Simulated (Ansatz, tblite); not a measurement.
Species of one formula, C$_{2}$H$_{6}$O$_{2}$Si (singlet), each relaxed with PBE0-D4/def2-SVP in Ansatz.

The xTB rows come from tblite. Correlated methods freeze 9 core orbitals.

Other spin states weren't relaxed.

A: Si(OMe)2 (C2H6O2Si)

```tsv
atom	x (Å)	y (Å)	z (Å)
C1	-0.137	-2.528	0.647
C2	0.120	2.501	-0.749
O3	-0.123	-1.303	-0.032
O4	0.001	1.106	-0.701
Si5	0.115	0.183	0.681
H6	0.637	-3.195	0.234
H7	-1.114	-3.021	0.513
H8	0.046	-2.421	1.733
H9	0.297	2.953	0.245
H10	-0.800	2.942	-1.166
H11	0.958	2.784	-1.407
```

B: Si(OAc)H3 (C2H6O2Si)

Cartesian coordinates in Å:
```
C -0.4628 0.2389 -0.4176
C -1.7906 -0.3699 -0.7444
O 0.2451 -0.4861 0.4595
O -0.0332 1.2710 -0.8700
Si 1.7852 0.1420 0.8935
H -2.3207 0.2557 -1.4704
H -2.3844 -0.4728 0.1756
H -1.6437 -1.3826 -1.1470
H 1.6399 1.4599 1.5656
H 2.6718 0.2186 -0.2972
H 2.2934 -0.8747 1.8524
```

Estimate which lies lowest at each level, and how far above it the others are (kJ/mol).


```
                 level     A    B
              GFN1-xTB  49.9  0.0
              GFN2-xTB  84.3  0.0
             HF/STO-3G  12.0  0.0
           HF/def2-SVP  77.8  0.0
          HF/def2-TZVP  62.5  0.0
       PBE-D4/def2-SVP  62.6  0.0
      PBE-D4/def2-TZVP  42.7  0.0
     BLYP-D4/def2-TZVP  34.2  0.0
   r2SCAN-D4/def2-TZVP  56.3  0.0
      PBE0-D4/def2-SVP  65.9  0.0
     PBE0-D4/def2-TZVP  46.6  0.0
CAM-B3LYP-D4/def2-TZVP  40.1  0.0
          MP2/def2-SVP  76.6  0.0
         MP2/def2-TZVP  48.7  0.0
         CCSD/def2-SVP  63.9  0.0
      CCSD(T)/def2-SVP  68.5  0.0
```
Point groups (tolerance 0.1 Å): A C2v, B not assigned. From def2-SVP to def2-TZVP the PBE0 values move by up to 19.3 kJ/mol, so results in the small set are rough.
